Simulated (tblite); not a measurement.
CH11N3O2Si3.
Cartesian coordinates in Å at the GFN2-xTB level; atoms count from 1:
```
atom  x, y, z in Å
N1    -1.785    1.778    0.447
Si2   -1.695    0.361   -0.524
N3    -3.045   -0.566    0.002
N4    -0.107   -0.343   -0.257
Si5    0.052   -2.049    0.072
Si6    1.187    0.778   -0.204
O7     2.541   -0.195   -0.339
C8     3.713    0.366   -0.388
O9     3.927    1.542   -0.346
H10   -2.682    2.234    0.488
H11   -1.056    2.462    0.347
H12   -1.848    0.508   -1.974
H13   -3.162   -1.482   -0.398
H14   -3.215   -0.609    0.994
H15   -0.937   -2.726   -0.776
H16   -0.260   -2.298    1.486
H17    1.390   -2.519   -0.263
H18    1.312    1.496    1.064
H19    1.149    1.661   -1.366
H20    4.516   -0.389   -0.479
```

All values are computed: GFN2-xTB (tblite) harmonic vibrations without scaling, gas phase. Against measured fundamentals such values can be off by several per cent, at times by over 20. Modes of hydrogen on silicon can be 10 to 20 % off. One conformer, not necessarily the lowest. The optimisation stopped once no atom felt more than 0.01 eV/Å.

Lowest wavenumbers of the output (negative numbers stand for imaginary wavenumbers):
```
mode    cm-1
  1     -49.1
  2       2.8
  3      46.7
  4      57.1
  5      71.3
  6     136.9
  7     147.2
  8     160.1
  9     176.4
 10     193.5
```

Is this structure a minimum?

Not by this Hessian. 1 mode is imaginary beyond 20i (49i cm⁻¹), so at this level the point lies at or near a first-order saddle. The curvature is small, so loose convergence or finite differences may be the whole cause.

Which atoms move in the imaginary mode?

49i: H16 (Si–H hydrogen) 30 %, H17 (Si–H hydrogen) 27 %, H15 (Si–H hydrogen) 17 %, Si5 (SiH3 silicon) 10 %. These are shares of the mass-weighted motion.

What is the remedy?

Step along that mode in both directions, optimise again with tighter thresholds and repeat the frequencies. The zero-point energy of this point (81.6 kcal/mol) counts the 53 real modes alone, and thermal corrections from it aren't those of a minimum.

The run took 1.1 s of wall time on one thread, Arm Neoverse V1 (aarch64), on a shared host. This covers the Hessian and the dipole derivatives.
